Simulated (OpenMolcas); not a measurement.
**neutral arsenic: CASPT2 settings compared**

| Property | Result |
| --- | --- |
| Program | OpenMolcas 26.06 |
| Basis | ANO-RCC-VTZP [6s5p3d1f] |
| Scalar Hamiltonian | DKH2, point nucleus |
| Active space | 3 electrons in 3 orbitals (4p) |
| State averaging | 2S+1 = 4 odd, 1 root; 2S+1 = 2 odd, 8 roots kept (CI in the orbitals of an earlier block) |
| Spin-orbit coupling | state interaction with AMFI integrals over the reference wave functions, term energies averaged over their components |

Methods on the same reference wave functions:
A. CASSCF
B. SS-CASPT2, IPEA 0.1 Eh, no level shift (closed shells correlated: 4s)
C. SS-CASPT2, IPEA 0.35 Eh, real shift 0.4 Eh (closed shells correlated: 3d 4s)
D. SS-CASPT2, IPEA 0.3 Eh, sigma2 regulariser 0.4 Eh (closed shells correlated: 3d 4s)

Energies in eV above 4s² 4p³ ⁴S°_3/2, the measured ground level; measured values from NIST Handbook of Basic Atomic Spectroscopic Data.

| Level | A | B | C | D | Measured |
| --- | --- | --- | --- | --- | --- |
| 4s² 4p³ ⁴S°_3/2 | 0.0000 | 0.0000 | 0.0000 | 0.0000 | 0.0000 |
| 4s² 4p³ ²D°_3/2 | 1.8216 | 1.433 | 1.449 | 1.426 | 1.3133 |
| 4s² 4p³ ²D°_5/2 | 1.8446 | 1.461 | 1.476 | 1.454 | 1.3533 |
| 4s² 4p³ ²P°_1/2 | 3.0692 | 2.462 | 2.512 | 2.477 | 2.2548 |
| 4s² 4p³ ²P°_3/2 | 3.0998 | 2.499 | 2.548 | 2.513 | 2.3120 |

Deviations, from unrounded energies. A percentage is the sum of absolute deviations over the sum of measured energies, with the sign that they share, or ± where signs differ.

```csv
Against measurement,Levels,A,B,C,D
mean absolute deviation (cm-1),4,5200,1300,1500,1300
other terms of the ground configuration (%),4,+36.0,+8.6,+10.4,+8.8
```

B, D lie about equally close to measurement and A furthest from it. The largest miss of B in the table is 4s² 4p³ ²P°_1/2, by +1700 cm-1. The ranking rests on the paired levels alone, and a cruder setting can come out closer through cancelling errors.

Among B to D the level of the table that moves most is 4s² 4p³ ²P°_1/2, by 410 cm-1 (lowest in B, highest in C). Moves below CASPT2's spread within the term are not significant.

The mean deviations of B to D differ by less than CASPT2's widest spread within a term (350 cm-1), so their order carries little weight.

From A to B the spin-free energies of the other terms of 4s² 4p³ shown, above ⁴S°, scale by factors of 0.79 to 0.80.

The lowest spin-free term lies below A's lowest term by 0.076 hartree in B, 0.118 hartree in C, 0.122 hartree in D.

CASPT2 breaks the degeneracy within a term, and the mean is taken; among the terms shown or strongly mixed into the levels shown the widest spread is 350 cm-1 (4s² 4p³ ²D°, D). Terms from blocks run as CI alone lack orbitals of their own. With the s shell closed, the reference lacks s² → p² mixing. Without dynamic correlation excited terms often stand tens of per cent too high (terms of higher spin than the ground term too low), and those without a measured partner can miss by more than the paired ones (holds for A). Computed and measured levels are paired by configuration, term and J; levels that our copy of the source lacks, or whose pairing is in doubt (as where it misses far off the trend of its configuration), stay unpaired and out of the deviations. Levels of configurations outside the active space are missing.

° marks odd parity.
